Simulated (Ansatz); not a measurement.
Cd2Cl2⁺ (the lowest doublet isomer of a short search), 4 atoms. Hardware: 4 threads of Arm Neoverse V2 on a shared host.

In the def2 sets Cd takes a core potential; there is no spin–orbit coupling. Correlated methods freeze 10 core orbitals; core or outer-core shells of Cd are correlated, in sets that lack core-valence functions.

Question: How many basis functions does each of these Ansatz runs have, and roughly what does it cost? CCSD(T)/def2-SVP, charge 1 doublet, energy, from earlier orbitals; PBE-D4/def2-TZVP, charge 0 triplet at the geometry of the charge 1 doublet, energy, from earlier orbitals; PBE-D4/def2-TZVP, charge 1 quartet, energy, from earlier orbitals; r2SCAN-D4/def2-TZVP, charge 0 singlet at the geometry of the charge 1 doublet, energy, from earlier orbitals; PBE0-D4/def2-SVP, charge 1 doublet, energy, from earlier orbitals; PBE0-D4/def2-TZVP, charge 0 triplet at the geometry of the charge 1 doublet, energy; PBE0-D4/def2-TZVP, charge 0 singlet at the geometry of the charge 1 doublet, energy, from earlier orbitals; ωB97M-V/def2-TZVP, charge 1 doublet, energy, from earlier orbitals; PBE-D4/def2-SVP, charge 1 doublet, energy, from earlier orbitals; revPBE-D4/def2-TZVP, charge 1 quartet, energy, from earlier orbitals; RPA@PBE/def2-TZVP, charge 1 quartet, energy, from earlier orbitals; LDA (SPW92)/def2-TZVP, charge 1 doublet, energy, from earlier orbitals.

Answer: Other jobs shared the machine, so times can vary by a factor of up to 3. A dash marks memory too small to be measured apart from the calling script's.

| run | functions | fitting or Cholesky vectors | wall time | peak host memory (GiB) |
| --- | --- | --- | --- | --- |
| LDA (SPW92)/def2-TZVP, charge 1 doublet, energy, from earlier orbitals | 154 | 1250 | 1.4 s | – |
| PBE-D4/def2-SVP, charge 1 doublet, energy, from earlier orbitals | 98 | 1006 | 1.8 s | – |
| PBE0-D4/def2-TZVP, charge 0 singlet at the geometry of the charge 1 doublet, energy, from earlier orbitals | 154 | 1376 | 2.2 s | – |
| PBE0-D4/def2-SVP, charge 1 doublet, energy, from earlier orbitals | 98 | 972 | 2.5 s | – |
| revPBE-D4/def2-TZVP, charge 1 quartet, energy, from earlier orbitals | 154 | 1250 | 2.7 s | – |
| PBE-D4/def2-TZVP, charge 1 quartet, energy, from earlier orbitals | 154 | 1250 | 2.9 s | – |
| PBE-D4/def2-TZVP, charge 0 triplet at the geometry of the charge 1 doublet, energy, from earlier orbitals | 154 | 1250 | 3.2 s | – |
| r2SCAN-D4/def2-TZVP, charge 0 singlet at the geometry of the charge 1 doublet, energy, from earlier orbitals | 154 | 1250 | 3.8 s | – |
| RPA@PBE/def2-TZVP, charge 1 quartet, energy, from earlier orbitals | 154 | 1172 | 5.5 s | – |
| PBE0-D4/def2-TZVP, charge 0 triplet at the geometry of the charge 1 doublet, energy | 154 | 1172 | 6.5 s | 0.57 |
| ωB97M-V/def2-TZVP, charge 1 doublet, energy, from earlier orbitals | 154 | 1264 | 12 s | 0.86 |
| CCSD(T)/def2-SVP, charge 1 doublet, energy, from earlier orbitals | 98 | 972 | 43 s | 1.2 |
